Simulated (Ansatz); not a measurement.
C$_{3}$H$_{6}$BN, SMILES `CB1N=C1C`. Charge 0, multiplicity 1. Geometry: relaxed with PBE0-D4/def2-TZVP.

```xyz
11

C     0.083    2.139   -0.491
B    -0.283    0.649   -0.306
N    -1.294   -0.341   -0.512
C    -0.204   -0.748    0.079
C     0.200   -2.069    0.588
H    -0.037    2.655    0.469
H     1.127    2.272   -0.783
H    -0.559    2.641   -1.217
H     0.423   -1.999    1.655
H     1.124   -2.385    0.097
H    -0.580   -2.815    0.421
```

Question: What is the dipole moment at ωB97M-V/def2-TZVPP? (Estimate.)

Answer: The calculation gave: 2.26 D, with components (2.02, -0.13, 1.00) D in this frame, pointing from negative to positive charge.

Question: And with PBE, r2SCAN, B3LYP? (Estimate.)

Answer: Computed: PBE 2.20 D, r2SCAN 2.25 D, B3LYP 2.26 D.

Question: Give the Mulliken charges with ωB97M-V, r2SCAN, PBE in def2-TZVPP. (Best estimate.)

Answer: The calculation gave: 
```json
{"atom": "C1", "ωB97M-V": "-0.35", "r2SCAN": "-0.23", "PBE": "-0.33"}
{"atom": "B2", "ωB97M-V": "-0.32", "r2SCAN": "-0.30", "PBE": "-0.38"}
{"atom": "N3", "ωB97M-V": "-0.22", "r2SCAN": "-0.24", "PBE": "-0.17"}
{"atom": "C4", "ωB97M-V": "0.40", "r2SCAN": "0.43", "PBE": "0.40"}
{"atom": "C5", "ωB97M-V": "-0.21", "r2SCAN": "-0.07", "PBE": "-0.14"}
{"atom": "H6", "ωB97M-V": "0.11", "r2SCAN": "0.06", "PBE": "0.10"}
{"atom": "H7", "ωB97M-V": "0.12", "r2SCAN": "0.07", "PBE": "0.11"}
{"atom": "H8", "ωB97M-V": "0.12", "r2SCAN": "0.07", "PBE": "0.11"}
{"atom": "H9", "ωB97M-V": "0.11", "r2SCAN": "0.07", "PBE": "0.10"}
{"atom": "H10", "ωB97M-V": "0.11", "r2SCAN": "0.07", "PBE": "0.10"}
{"atom": "H11", "ωB97M-V": "0.12", "r2SCAN": "0.06", "PBE": "0.09"}
```

B3LYP here is the variant with VWN-RPA as its local correlation; programs differ in this.
